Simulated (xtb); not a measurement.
SnI, SMILES [Sn+][I] (connectivity only; charge and spin as stated), charge +1, multiplicity 1. All values are semi-empirical tight-binding results from xtb (GFN2-xTB unless named), good for trends rather than for accurate numbers. The structure is a stationary point at GFN2-xTB. The multiplicity is an assumed one; other spin states were not compared.

Optimised geometry:

Bond lengths (Å): Sn1–I2 2.676.
Charge +1, spin multiplicity 1.

For metal compounds this method's bond lengths and energies can be far off.

```
Property                      Result
---------------------------  -------
point group as xtb finds it      C∞v
orbital gap                  4.74 eV
```

Computed atomic charges and the Wiberg bond orders between heavy atoms:
charges (e) Sn1 0.75, I2 0.25. Bond orders Sn1–I2 1.96.
